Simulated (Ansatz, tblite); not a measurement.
Removing and adding an electron: the cluster Sr2S2. Total charge 0; singlet. Geometry: B3LYP-D4/def2-TZVP. Ansatz, gas phase; energy differences of separate SCF runs; the oxidised species was run as a doublet alone; the reduced species was run as a doublet alone.

```tsv
atom	x (Å)	y (Å)	z (Å)
Sr1	-1.606	0.630	0.566
Sr2	1.606	-0.629	-0.569
S3	0.767	1.810	0.162
S4	-0.766	-1.810	-0.159
```

In the def2 sets Sr takes a core potential; there is no spin–orbit coupling. The xTB rows come from tblite. Correlated methods freeze 10 core orbitals; core or outer-core shells of Sr are correlated, in sets that lack core-valence functions. In CCSD on the charge 1 doublet the largest single amplitude is 0.18, so its Hartree–Fock determinant may place the open shell otherwise than the density functionals do. The structure comes from a short search, and lower isomers may exist.

Question: Estimate orbital energies and vertical ionisation energies and electron affinities at: GFN1-xTB; GFN2-xTB; HF/def2-TZVPP; PBE-D4/def2-TZVP; PBE-D4/def2-TZVPD; r2SCAN-D4/def2-TZVP; r2SCAN-D4/def2-TZVPD; PBE0-D4/def2-TZVP; PBE0-D4/def2-TZVPD; MP2/def2-TZVPP; CCSD/def2-TZVPP; CCSD(T)/def2-TZVPP.

Answer: 
```tsv
level	−HOMO (eV)	vertical IE (eV)	−LUMO (eV)	vertical EA (eV)	HOMO–LUMO gap (eV)	IE − EA (eV)	remarks
GFN1-xTB	9.08	11.11	6.81	5.44	2.27	5.66	–
GFN2-xTB	9.16	12.09	8.17	5.70	0.99	6.39	–
HF/def2-TZVPP	–	5.53	–	–	–	–	–
PBE-D4/def2-TZVP	4.14	6.54	2.04	–	2.10	–	–
PBE-D4/def2-TZVPD	4.15	–	2.04	0.78	2.11	–	HOMO above zero (-1 doublet)
r2SCAN-D4/def2-TZVP	4.23	6.55	1.53	–	2.70	–	–
r2SCAN-D4/def2-TZVPD	4.23	–	1.51	0.70	2.71	–	HOMO above zero (-1 doublet)
PBE0-D4/def2-TZVP	5.02	6.65	1.49	–	3.53	–	–
PBE0-D4/def2-TZVPD	5.03	–	1.48	0.68	3.54	–	HOMO above zero (-1 doublet)
MP2/def2-TZVPP	–	6.84	–	–	–	–	–
CCSD/def2-TZVPP	–	6.55	–	–	–	–	–
CCSD(T)/def2-TZVPP	–	6.65	–	–	–	–	–
```

Relaxing the oxidised species (B3LYP-D4/def2-TZVP) changes its energy by -0.43 eV at PBE-D4/def2-TZVP, so the adiabatic ionisation energy to this nearest minimum is 6.11 eV. At PBE0-D4/def2-TZVP it is 6.14 eV.     A HOMO above zero means that the electron is unbound at that level or that self-interaction error raises the level; the energy of removing that electron tells which. Raw xTB energy differences between charge states are shifted by several eV; the methods need an empirical correction for them.
